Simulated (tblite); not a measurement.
C₄H₂O₂S.
Bonds: O1–C2 (double), C2–C3, C3–O4, C3–C5 (double), C5–C6, C6–S7 (double), C2–C5. Hydrogens: H8 on O4; H9 on C6.

The geometry is computed with GFN2-xTB (gas phase).

(1) What internal coordinates does the optimisation give?

Results:

(1) 
```tsv
bond	length (Å)
O1=C2	1.197
C2–C3	1.435
C3–O4	1.306
C3–C5	1.375
C5–C6	1.410
C6=S7	1.632
C2–C5	1.435
O4–H8	0.971
C6–H9	1.086
```

A selection of angles:
```tsv
angle	degrees
O1–C2–C3	149.8
O1–C2–C5	153.0
C3–C2–C5	57.2
C2–C3–O4	153.3
C2–C3–C5	61.4
O4–C3–C5	145.3
C3–O4–H8	112.3
C3–C5–C6	146.0
C2–C5–C3	61.4
C2–C5–C6	152.6
C5–C6–S7	123.4
C5–C6–H9	116.8
S7–C6–H9	119.8
```

Torsions: C3–C5–C6–S7 1° (synperiplanar); H8–O4–C3–C2 1° (synperiplanar).

The 7 heavy atoms lie in one plane (0.008 Å rms). The 3-membered ring C2–C3–C5 has internal angles of 57.2° to 61.4°. The 2 C–O bonds span 1.197 Å (O1=C2, drawn double) to 1.306 Å (C3–O4, drawn single), a spread of 0.109 Å. The 4 C–C bonds span 1.375 Å (C3–C5, drawn aromatic) to 1.435 Å (C2–C3, drawn aromatic), a spread of 0.060 Å.

Point group: Cs (every atom within 0.08 Å of its image). Its GFN2-xTB frequencies are all real (lowest 23 cm⁻¹). The numbers are those of one conformer (C2–C3–O4–H 1°, C3–C5–C6–S7 1°).

Time: 0.4 s of wall time. Hardware: one thread, Arm Neoverse V2 (aarch64), shared host with 96 logical CPUs at a one-minute load of 48. That covers the optimisation of the geometry.
